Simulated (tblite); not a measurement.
Record of a relaxation.

Species: C5H7FO2.
SMILES with atom numbers: `[CH3:1]/[CH:2]=[C:3](/[O:4][CH3:5])[C:6](=[O:7])[F:8]` (hydrogens: H9, H10, H11 on C1; H12 on C2; H13, H14, H15 on C5)

Computed with GFN2-xTB (tblite), gas phase: L-BFGS steps from a force-field or distance-geometry start until the largest atomic force falls under 0.01 eV/Å. 9 of its 63 geometries are shown.

Step 0: E = -737.0578 eV, largest atomic force 4.461 eV/Å
```
atom  x, y, z in Å  |  force x, y, z in eV/Å
C1     -1.877   -0.910   -0.089   -0.308  -1.717  -0.805
C2     -0.423   -0.666   -0.177   -0.854  -1.158   0.459
C3      0.070    0.561   -0.197    1.597   0.590   0.054
O4      1.442    0.698   -0.282    0.388   1.162  -0.137
C5      2.347   -0.222    0.314   -0.181  -0.014   0.186
C6     -0.793    1.751   -0.165   -3.404  -0.138   0.195
O7     -2.044    1.704   -0.099    4.405   0.646  -0.277
F8     -0.161    2.960   -0.198   -0.391  -0.871   0.019
H9     -2.355   -0.443    0.790    0.230  -0.201  -0.700
H10    -2.329   -0.538   -1.054    0.071  -0.307   1.223
H11    -1.982   -2.034   -0.051   -0.416   1.128   0.042
H12     0.273   -1.524   -0.197   -0.628   0.590  -0.013
H13     3.359    0.159    0.082   -0.592   0.041   0.254
H14     2.302   -1.242   -0.118   -0.168   0.410   0.240
H15     2.168   -0.245    1.419    0.252  -0.163  -0.741
```

Step 8: E = -737.5704 eV, largest atomic force 0.283 eV/Å
```
atom  x, y, z in Å  |  force x, y, z in eV/Å
C1     -1.881   -0.982   -0.112   -0.174   0.112   0.031
C2     -0.424   -0.680   -0.146   -0.198  -0.171  -0.097
C3      0.126    0.550   -0.191   -0.055  -0.204   0.028
O4      1.467    0.807   -0.245   -0.012  -0.052   0.092
C5      2.336   -0.165    0.298    0.039   0.006   0.066
C6     -0.753    1.724   -0.169    0.093  -0.083  -0.030
O7     -1.940    1.724   -0.116   -0.010   0.281  -0.034
F8     -0.082    2.904   -0.201    0.002  -0.108   0.001
H9     -2.357   -0.479    0.732    0.060  -0.097   0.025
H10    -2.389   -0.576   -0.991    0.116  -0.098   0.014
H11    -2.075   -2.054   -0.049    0.148   0.173  -0.018
H12     0.226   -1.542   -0.181    0.005   0.009   0.077
H13     3.345    0.200    0.115   -0.057   0.013  -0.012
H14     2.225   -1.162   -0.142    0.041   0.187  -0.188
H15     2.172   -0.262    1.376    0.001   0.033   0.045
```

Step 16: E = -737.6147 eV, largest atomic force 0.126 eV/Å
```
atom  x, y, z in Å  |  force x, y, z in eV/Å
C1     -1.898   -0.990   -0.113   -0.058   0.000   0.025
C2     -0.439   -0.710   -0.144   -0.072  -0.059   0.011
C3      0.104    0.520   -0.179   -0.031  -0.033   0.052
O4      1.435    0.825   -0.191    0.004  -0.054   0.025
C5      2.331   -0.142    0.301    0.073  -0.018  -0.017
C6     -0.746    1.716   -0.182    0.091   0.058  -0.014
O7     -1.928    1.810   -0.146   -0.025  -0.023  -0.040
F8      0.009    2.845   -0.207   -0.032   0.104  -0.009
H9     -2.359   -0.500    0.746   -0.023  -0.018  -0.054
H10    -2.397   -0.594   -0.999    0.043  -0.024   0.064
H11    -2.073   -2.061   -0.049   -0.026   0.036  -0.022
H12     0.201   -1.579   -0.139    0.060   0.035   0.044
H13     3.330    0.250    0.126    0.012   0.105  -0.006
H14     2.240   -1.096   -0.223    0.015  -0.008   0.010
H15     2.186   -0.286    1.377   -0.033  -0.102  -0.067
```

Step 23: E = -737.6319 eV, largest atomic force 0.221 eV/Å
```
atom  x, y, z in Å  |  force x, y, z in eV/Å
C1     -1.914   -1.004   -0.105   -0.058   0.043   0.001
C2     -0.454   -0.719   -0.111   -0.045  -0.015   0.053
C3      0.087    0.511   -0.144    0.005   0.055  -0.017
O4      1.415    0.814   -0.150    0.062   0.064  -0.002
C5      2.344   -0.144    0.288    0.025  -0.029  -0.002
C6     -0.734    1.728   -0.192    0.036   0.055  -0.018
O7     -1.912    1.854   -0.199   -0.183  -0.122  -0.016
F8      0.037    2.847   -0.218    0.050  -0.002  -0.003
H9     -2.390   -0.513    0.745   -0.008  -0.052  -0.051
H10    -2.393   -0.600   -0.998    0.029  -0.016   0.041
H11    -2.099   -2.075   -0.056    0.020   0.076   0.011
H12     0.204   -1.576   -0.082   -0.007   0.003   0.036
H13     3.313    0.331    0.140    0.019  -0.093   0.066
H14     2.297   -1.073   -0.286    0.038   0.043  -0.088
H15     2.194   -0.374    1.348    0.019  -0.009  -0.011
```

Step 31: E = -737.6574 eV, largest atomic force 0.177 eV/Å
```
atom  x, y, z in Å  |  force x, y, z in eV/Å
C1     -1.930   -0.993   -0.087   -0.043   0.011  -0.014
C2     -0.472   -0.701   -0.031    0.055  -0.038   0.006
C3      0.086    0.520   -0.105    0.084   0.032  -0.006
O4      1.415    0.827   -0.080    0.108   0.047   0.000
C5      2.372   -0.151    0.255   -0.042  -0.053   0.045
C6     -0.739    1.728   -0.229    0.002   0.024   0.063
O7     -1.919    1.829   -0.294   -0.053  -0.009  -0.035
F8      0.023    2.853   -0.240   -0.024   0.023  -0.034
H9     -2.470   -0.531    0.738    0.084   0.057   0.046
H10    -2.374   -0.589   -0.994    0.013   0.026  -0.052
H11    -2.104   -2.064   -0.055    0.026  -0.038  -0.004
H12     0.182   -1.553    0.057    0.051  -0.085   0.053
H13     3.341    0.354    0.230   -0.172  -0.004  -0.043
H14     2.385   -0.986   -0.455   -0.053   0.065   0.001
H15     2.200   -0.533    1.267   -0.037  -0.059  -0.026
```

Step 39: E = -737.6753 eV, largest atomic force 0.110 eV/Å
```
atom  x, y, z in Å  |  force x, y, z in eV/Å
C1     -1.909   -0.978   -0.082   -0.056  -0.033   0.004
C2     -0.452   -0.697    0.007   -0.004  -0.007   0.002
C3      0.096    0.529   -0.081    0.027   0.014   0.000
O4      1.417    0.848   -0.022    0.047   0.043   0.059
C5      2.357   -0.163    0.242    0.015  -0.011  -0.013
C6     -0.745    1.720   -0.248   -0.017   0.005   0.006
O7     -1.925    1.792   -0.347   -0.067   0.042  -0.017
F8     -0.011    2.863   -0.265    0.009  -0.034  -0.018
H9     -2.450   -0.511    0.740    0.005   0.026   0.031
H10    -2.339   -0.571   -0.995    0.031   0.026  -0.027
H11    -2.084   -2.048   -0.055   -0.030  -0.069   0.011
H12     0.179   -1.559    0.159    0.099   0.045  -0.018
H13     3.319    0.346    0.277    0.003  -0.020   0.014
H14     2.377   -0.914   -0.553   -0.033  -0.031  -0.021
H15     2.167   -0.651    1.203   -0.027   0.005  -0.012
```

Step 46: E = -737.6804 eV, largest atomic force 0.036 eV/Å
```
atom  x, y, z in Å  |  force x, y, z in eV/Å
C1     -1.900   -0.981   -0.079    0.015  -0.005   0.002
C2     -0.442   -0.696    0.015    0.013   0.028   0.009
C3      0.094    0.536   -0.070    0.005   0.015   0.026
O4      1.415    0.860    0.008   -0.006  -0.013   0.015
C5      2.347   -0.167    0.238   -0.016  -0.010  -0.005
C6     -0.754    1.721   -0.252    0.014   0.002  -0.025
O7     -1.934    1.792   -0.363    0.024   0.008   0.010
F8     -0.019    2.862   -0.282   -0.009   0.006  -0.008
H9     -2.436   -0.504    0.741   -0.013  -0.003   0.018
H10    -2.317   -0.567   -0.994   -0.004  -0.013  -0.019
H11    -2.087   -2.050   -0.050    0.025  -0.018   0.005
H12     0.211   -1.542    0.170   -0.027  -0.001  -0.024
H13     3.317    0.324    0.289   -0.012  -0.001   0.000
H14     2.352   -0.897   -0.578   -0.013   0.004  -0.006
H15     2.148   -0.681    1.184    0.003   0.001   0.003
```

Step 54: E = -737.6821 eV, largest atomic force 0.024 eV/Å
```
atom  x, y, z in Å  |  force x, y, z in eV/Å
C1     -1.897   -0.986   -0.074    0.010   0.001  -0.007
C2     -0.442   -0.688    0.024    0.013   0.010  -0.012
C3      0.093    0.545   -0.053    0.003   0.006   0.005
O4      1.414    0.866    0.035   -0.004   0.000  -0.001
C5      2.341   -0.171    0.238   -0.007   0.001   0.001
C6     -0.751    1.730   -0.253   -0.001  -0.005  -0.004
O7     -1.930    1.800   -0.374    0.006   0.005   0.011
F8     -0.013    2.870   -0.302   -0.006  -0.009  -0.002
H9     -2.443   -0.513    0.741   -0.004   0.004   0.002
H10    -2.311   -0.580   -0.996   -0.021  -0.005  -0.010
H11    -2.069   -2.058   -0.043    0.004  -0.003   0.001
H12     0.212   -1.536    0.163    0.002   0.007   0.013
H13     3.313    0.314    0.294    0.005   0.000  -0.007
H14     2.335   -0.882   -0.595    0.000   0.000   0.001
H15     2.145   -0.703    1.174    0.002  -0.012   0.009
```

Step 62: E = -737.6824 eV, largest atomic force 0.010 eV/Å
```
atom  x, y, z in Å  |  force x, y, z in eV/Å
C1     -1.895   -0.986   -0.077    0.004  -0.002   0.000
C2     -0.442   -0.685    0.020    0.004   0.004  -0.002
C3      0.093    0.548   -0.053    0.000   0.001  -0.002
O4      1.415    0.867    0.039   -0.005  -0.001  -0.002
C5      2.340   -0.173    0.239   -0.005   0.002  -0.002
C6     -0.751    1.732   -0.253    0.000   0.000   0.005
O7     -1.931    1.802   -0.367    0.008   0.001   0.005
F8     -0.014    2.872   -0.306   -0.002  -0.002  -0.003
H9     -2.441   -0.514    0.739   -0.003   0.002   0.004
H10    -2.317   -0.586   -0.998    0.007  -0.001  -0.007
H11    -2.063   -2.059   -0.042   -0.004  -0.004  -0.001
H12     0.214   -1.531    0.163   -0.005   0.000   0.004
H13     3.314    0.310    0.290    0.001  -0.001   0.000
H14     2.329   -0.884   -0.593   -0.001   0.002   0.000
H15     2.146   -0.704    1.176    0.003  -0.001   0.002
```

Q: Summarise the path.

A: The energy falls by 14.40 kcal/mol from step 0 to step 62; nine tenths of that is first reached at step 19. It falls at every step. The largest force goes from 4.461 to 0.010 eV/Å. Among the bonds C6=O7 changes most, from 1.253 to 1.187 Å; the atoms move by 0.284 Å rms after alignment.

The cost below is that of the whole relaxation. On one thread, Arm Neoverse V1 (aarch64) (shared host), this took 0.33 s wall.
